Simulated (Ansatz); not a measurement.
Relaxation of ClGaH3N (6 atoms, charge 0, multiplicity 1), to a largest force component of 0.03 eV/Å in at most 50 steps.

Theory: RKS PBE/def2-SVP in Ansatz 0.2.0.

```xyz
6
Properties=species:S:1:pos:R:3:forces:R:3
Ga 0.229 0.102 -0.166 0.85 -0.11 0.71
Cl 0.826 -0.460 1.885 -0.76 -0.22 0.35
H 1.723 0.441 -0.400 -0.10 0.34 -1.13
N -1.441 -0.030 -0.826 -0.06 -0.04 0.14
H -2.235 -0.260 -0.224 0.05 -0.01 -0.06
H -1.717 0.207 -1.778 0.02 0.04 -0.02
```

Q: Where does it end, and by what steps?

A: It converged. After 6 steps the energy has fallen by 0.511 eV; H3 moved furthest, 0.46 Å.

| step | energy less start (eV) | largest force component (eV/Å) | accepted |
| --- | --- | --- | --- |
| 0 | 0.0000 | 1.131 | yes |
| 1 | -0.3314 | 0.713 | yes |
| 2 | -0.4827 | 0.506 | yes |
| 3 | -0.5057 | 0.308 | yes |
| 4 | -0.5107 | 0.042 | yes |
| 5 | -0.5105 | 0.043 | no |
| 6 | -0.5109 | 0.004 | yes |

```xyz
6
Properties=species:S:1:pos:R:3
Ga 0.346 0.078 -0.064
Cl 0.478 -0.536 2.016
H 1.618 0.536 -0.840
N -1.334 -0.007 -0.738
H -2.137 -0.316 -0.189
H -1.586 0.244 -1.695
```

Whether the end is a true minimum wasn't checked by a vibrational analysis.

The run took 15 s on 1 thread of Arm Neoverse V2, with other jobs on the host, peak memory 0.14 GiB.
